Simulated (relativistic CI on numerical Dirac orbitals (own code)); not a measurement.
## One change at a time: Sm27+

Base calculation: Dirac-Coulomb-Breit CI, KLI orbitals optimised for each configuration, model QED, unscaled Slater integrals.

Configurations in the expansion (outside the closed core [Ar] 3d10): 4s²4p⁵, 4s4p⁶, 4s²4p⁴4d, 4s4p⁵4d, 4s²4p⁴4f, 4s4p⁵4f, 4p⁶4d, 4s4p⁴4d², 4s²4p³4d4f, 4p⁶4f, 4s²4p⁴5s, 4p⁵4d4f, 4p⁶5s, 4s²4p⁴5p, 4s4p⁴4f², 4s4p⁴4d5s, 4s4p⁵5s, 4s²4p³4f5s, 4s²4p⁴5d, 4s4p⁵5p, 4s²4p⁴5f, 4s²4p⁴5g, 4s4p⁵5d, 4s²4p⁴6s, 4p⁵4f5s, 4s²4p⁴6p, 4s4p⁵5f, 4s²4p³4d², 4s²4p²4d³, 4s4p³4d³, 4s²4p²4d²4f, 4s4p³4d²4f, 4s²4p²4d²5s, 4p⁵4d², 4p⁴4d³, 4p⁴4d²4f, 4p⁴4d²5s, 4p⁵4d5s, 4p⁴4d4f5s, 4p⁴4d5s², 4s²4p³5s², 4s²4p²4d5s², 4s4p³4d5s², 4s²4p²4f5s², 4s4p³4f5s². Double excitations out of closed p, d and f shells are left out; levels of such configurations are missing from the list, as are those of other unlisted configurations, and high levels can miss mixing partners. These lack a partner that the ground configuration has and come out too high: 4s²4p⁴5p, 4s4p⁵5s, 4s²4p⁴5d, 4s4p⁵5p, 4s²4p⁴5f.

Variants: (1) QED terms removed; (2) only the first 3 configurations. Shifts of the energy above 4s²4p⁵ ²P°3/2, in cm⁻¹, for the lowest level and the first level of each name with at least 55 % of one term (blank where a level changes its place among those of its configuration and J or its character, or is not in the variant):

| Level | Base | Δ(1) | Δ(2) |
| --- | --- | --- | --- |
| 4s²4p⁵ ²P°3/2 | 0 | 0 | 0 |
| 4s²4p⁵ ²P°1/2 | 280458 | -400 | +2734 |
| 4s4p⁶ ²S1/2 | 813812 | +2911 | -415 |
| 4s²4p⁴4d ⁴F9/2 | 940206 | +502 | +1119 |
| 4s²4p⁴4d ²D3/2 | 943951 | +649 | +4026 |
| 4s²4p⁴4d ⁴D1/2 | 1117020 | +273 | +4080 |
| 4s²4p⁴4d ²G7/2 | 1182186 | +264 | +5520 |
| 4s²4p⁴4d ²G9/2 | 1235750 | +107 | +4924 |
| 4s4p⁵4d ⁴P°1/2 | 1674358 | +4339 |  |
| 4s4p⁵4d ⁴P°3/2 | 1690779 | +4139 |  |
| 4s4p⁵4d ⁴F°9/2 | 1751599 | +4090 |  |

At this charge energies of transitions that change n are usually good to better than 1 %, and those within a shell (Δn = 0) to a few per cent.

Ionisation energy from the two ground configurations alone: base 1015.92 eV. The NIST ASD value (theoretical) is 1016 eV.

LS names give the leading component of a level, which can be under half, so a name can repeat, a term be missing and a line seem to break the LS rules.
